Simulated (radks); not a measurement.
Problem. The mean radii <r> (bohr) of the occupied orbitals of an atom or ion are listed with their occupations. All-electron calculation, non-relativistic Kohn-Sham, LDA (Slater exchange, Perdew-Wang correlation), spin-unpolarised, spherical densities, point nucleus. Program: a radial shooting solver on a logarithmic mesh with Libxc functionals.

| orbital | occ. | <r> |
|---|---|---|
| 1s | 2 | 0.05299 |
| 2s | 2 | 0.2376 |
| 2p | 6 | 0.2065 |
| 3s | 2 | 0.6267 |
| 3p | 4 | 0.6185 |

Name the element and its charge.

Solution. Z = 29, copper, charge +13: Cu13+ in [Ne] 3s2 3p4. The 1s radius gives Z: for a bare nucleus <r> = 1.5/Z, 0.05172 bohr for Z = 29, and screening makes it slightly larger (0.05299 here). The occupations add up to 16, and the charge is Z minus that.
